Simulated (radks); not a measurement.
Values are calculated unless marked as measured or tabulated.
Mn+, 24 electrons, occupied as [Ar] 3d5 4s1.

Level of theory: scalar-relativistic Kohn-Sham, PBE, spin-unpolarised, spherical densities, point nucleus (a radial shooting solver on a logarithmic mesh with Libxc functionals).

Energy parts (eV):
part                      energy
total                 -31510.418
kinetic                31858.666
electron-nucleus      -75028.250
Hartree                13067.152
exchange-correlation   -1407.985

Orbitals (lengths in bohr, moments of r in powers of bohr; <r^-3> diverges for s and p1/2; r(max) is where P^2 peaks):
| orbital | occ. | eigenvalue (eV) | <r^-3> | r(max) | <r^2> |
|---|---|---|---|---|---|
| 1s | 2 | -6437.846 | - | 0.03987 | 0.004988 |
| 2s | 2 | -752.0601 | - | 0.2325 | 0.09221 |
| 2p | 6 | -638.3160 | 418.4 | 0.1883 | 0.07509 |
| 3s | 2 | -94.1034 | - | 0.7362 | 0.8379 |
| 3p | 6 | -62.8302 | 51.20 | 0.7523 | 0.9652 |
| 3d | 5 | -14.9080 | 4.100 | 0.7624 | 1.861 |
| 4s | 1 | -11.8780 | - | 2.378 | 9.019 |

The highest occupied level is 4s at -11.878 eV. For comparison, the ionisation energy in NIST's Atomic Spectra Database is 15.640 eV (measured). In exact Kohn-Sham theory the highest level is minus the ionisation energy, but local and semilocal functionals leave it too shallow, through self-interaction and a potential that decays too fast; potentials with the right tail come closer.

Beside tabulated values, note that spin-unpolarised runs miss the spin-polarisation part of the exchange energy of open shells.
